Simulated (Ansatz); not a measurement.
One change: `NC([SiH3])[SiH2]Cl` becomes `NC([SiH3])[SiH2]O`.

Ansatz, PBE0-D4/def2-TZVP geometries, multiplicity 1. Each molecule was computed in one conformer, which needn't be the lowest.

| property | `NC([SiH3])[SiH2]Cl` |
| --- | --- |
| HOMO energy (B3LYP/def2-TZVPP) / eV | -6.71 |
| HOMO–LUMO gap (ωB97M-V/def2-TZVPP) / eV | 11.11 |
| LUMO energy (B3LYP/def2-TZVPP) / eV | -0.04 |
| HOMO–LUMO gap (PBE/def2-TZVPP) / eV | 4.87 |
| LUMO energy (PBE0/def2-TZVPP) / eV | 0.18 |
| LUMO energy (ωB97M-V/def2-TZVPP) / eV | 1.88 |

**Question.** What does the change do to each property? (Best estimate.)

**Answer.** The calculation gave: 
```csv
property,`NC([SiH3])[SiH2]O`,shift
HOMO energy (B3LYP/def2-TZVPP) / eV,-6.45,0.26
HOMO–LUMO gap (ωB97M-V/def2-TZVPP) / eV,10.57,-0.54
LUMO energy (B3LYP/def2-TZVPP) / eV,-0.27,-0.23
HOMO–LUMO gap (PBE/def2-TZVPP) / eV,4.47,-0.40
LUMO energy (PBE0/def2-TZVPP) / eV,-0.01,-0.19
LUMO energy (ωB97M-V/def2-TZVPP) / eV,1.59,-0.29
```

With PBE0 the HOMO rises by 0.25 eV and the LUMO falls by 0.19 eV, so the gap narrows by about 0.44 eV. PBE moves the HOMO by 0.26 eV and ωB97M-V by 0.25 eV.

B3LYP here is the variant with VWN-RPA as its local correlation; programs differ in this.
